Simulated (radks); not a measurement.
Values are calculated unless marked as measured or tabulated.
Q: Ba4+, configuration [Kr] 4d10 5s2 5p4. Code: a radial shooting solver on a logarithmic mesh with Libxc functionals. Model: non-relativistic Kohn-Sham, TPSS, spin-polarised, spherical densities, point nucleus; open shells are filled with parallel spins first (spin-orbit coupling, left out, can overturn this in heavy ions); meta-GGA in the generalised Kohn-Sham scheme; relativity is left out, which matters for an element this heavy. Some entries of the table are withheld. Estimate them.

orbital,occ.,eigenvalue (eV),<r^2> (bohr^2)
1s up,1,-35638.97,0.0009833
1s down,1,-35638.85,0.0009833
2s up,1,-5514.300,0.01589
2s down,1,-5514.257,0.01589
2p up,3,-5202.805,0.01190
2p down,3,-5202.708,0.01190
3s up,1,-1196.500,0.1068
3s down,1,-1196.419,0.1068
3p up,3,-1063.200,0.1015
3p down,3,-1063.091,0.1015
3d up,5,-816.1367,0.08407
3d down,5,-816.0193,0.08406
4s up,1,-265.9973,0.5569
4s down,1,-265.7649,0.5568
4p up,3,-217.2296,0.6009
4p down,3,-216.9849,0.6003
4d up,5,-132.6456,0.7306
4d down,5,-132.3191,0.7266
5s up,1,(1),(2)
5s down,1,(3),(4)
5p up,3,-54.6124,3.600
5p down,1,-52.4972,3.640

A: 
(1) 5s up eigenvalue (eV): -68.2553
(2) 5s up <r^2> (bohr^2): 2.993
(3) 5s down eigenvalue (eV): -66.1208
(4) 5s down <r^2> (bohr^2): 2.992
